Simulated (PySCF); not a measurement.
Structure problem from calculated spectra and properties.

Formula: C4H13NSi2.

| Item | Value |
| --- | --- |
| Rotational structure | rotational constants A, B, C: 2.080, 1.542, 1.175 GHz [GFN2-xTB] |
| NMR, other nuclei | isotropic shieldings of nuclei other than C and H, by class: 241 (1 N), 401 (2 Si) ppm [GIAO PBE0/pcSseg-1] |
| 13C NMR | chemical shifts (computed TMS as zero) by class: 41.6 (1 C), 27.2 (1 C), 21.7 (2 C) ppm [GIAO PBE0/pcSseg-1] |
| Dipole | 0.88 D [PBE0/pcSseg-1] |
| 1H NMR | chemical shifts (computed TMS as zero) by class: 4.71 (6 H), 1.30 (3 H), 0.69 (2 H), 0.55 (2 H) ppm [GIAO PBE0/pcSseg-1] |

The electronic properties come from PySCF, for the isolated species, density fitting. Levels stand in brackets. Isolated species at its GFN2-xTB geometry (one conformer only). NMR values are class means; diastereotopic atoms form classes of their own.

Task: Propose a structure and show how it fits.

Result: Numbering: `[CH3:1][C:2]1([N:3]([SiH3:4])[SiH3:5])[CH2:6][CH2:7]1`. Its formula, C4H13NSi2, gives 1 degree of unsaturation: 1 ring and 0 π bonds in the structure found. 4 carbons fall into 3 classes; from least to most shielded: ring sp3 carbon bound to nitrogen [C2] (41.6 ppm), methyl carbon [C1] (27.2 ppm), three-membered-ring carbon [C6/C7] (21.7 ppm, 2 C). Hydrogen classes from least to most shielded: 6 H on 2 SiH3 silicons, Si4/Si5 (4.71 ppm), 3 H on a methyl carbon, C1 (1.30 ppm, a mean of values up to 1.3 ppm apart in this geometry), 2 H on 2 three-membered-ring carbons, C6/C7 (0.69 ppm), 2 H on 2 three-membered-ring carbons, C6/C7 (0.55 ppm). The other shieldings belong to: 241 ppm, nitrogen bridging silicon atoms [N3]; 401 ppm, SiH3 silicon [Si4/Si5]. The optimised geometry has point group Cs and is an asymmetric top. Structure: `CC1(N([SiH3])[SiH3])CC1`. Computed isomers that give other values at the same levels: `CN[Si@H]1C[Si@H](C)C1` (13C chemical shifts (computed TMS as zero) by class: 30.4 (1 C), 2.9 (2 C), 0.3 (1 C) ppm); `C[SiH2][C@@H]1CC[Si@H]1N` (13C chemical shifts (computed TMS as zero) by class: 27.0 (1 C), 21.0 (1 C), 19.1 (1 C), -6.8 (1 C) ppm); `CC[Si@@H]1CC[Si@H]1N` (13C chemical shifts (computed TMS as zero) by class: 13.8 (1 C), 11.2 (1 C), 10.4 (1 C), 9.2 (1 C) ppm). The assignments are read from this structure; whether some other isomer fits the data as well wasn't checked.

Conformer computed: `[CH3:1][C:2]1([N:3]([SiH3:4])[SiH3:5])[CH2:6][CH2:7]1`: C1–C2–N3–Si4 80°.
